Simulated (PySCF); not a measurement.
Energy of Ag⁺ (silver, charge +1) between two integer charges

The 4d beta orbital of [Kr] 4d10 is emptied in steps (occupation f), with all orbitals relaxed, ending at [Kr] 4d9. Computed with PySCF 2.14 in aug-cc-pVTZ-PP with ECP28MDF (6s6p5d3f2g, 88 functions), with scalar relativity through the core potential. The exact energy is a straight line in f; departures are measured from the line between the end points of the same method.

```json
{"f": "1", "UHF (eV)": "0.000", "LDA (eV)": "0.000", "PBE (eV)": "0.000"}
{"f": "0.75", "UHF (eV)": "0.414", "LDA (eV)": "-1.203", "PBE (eV)": "-1.172"}
{"f": "0.5", "UHF (eV)": "0.530", "LDA (eV)": "-1.620", "PBE (eV)": "-1.576"}
{"f": "0.25", "UHF (eV)": "0.383", "LDA (eV)": "-1.226", "PBE (eV)": "-1.191"}
{"f": "0", "UHF (eV)": "0.000", "LDA (eV)": "0.000", "PBE (eV)": "0.000"}
```

**Question.** For LDA, how does the orbital energy at f = 1 compare with the removal energy?

**Answer.** −ε = 15.829 eV against a total-energy difference of 22.178 eV. By Janak's theorem ε = ∂E/∂f, so the gap between them reflects the curvature. Along the path −ε is 18.920 (f = 0.75), 22.117 (f = 0.5), 25.405 (f = 0.25) eV.

| method | E(f=0) − E(f=1) (eV) | −ε at f=1 (eV) | −ε at f=0.5 (eV) |
| --- | --- | --- | --- |
| UHF | 19.673 | 21.973 | 19.590 |
| LDA | 22.178 | 15.829 | 22.117 |
| PBE | 21.729 | 15.538 | 21.680 |

Reference removal energy between the ground levels: 21.484 eV (measured; NIST Atomic Spectra Database, ionization energies). The calculation has no spin-orbit coupling. UHF lacks correlation.
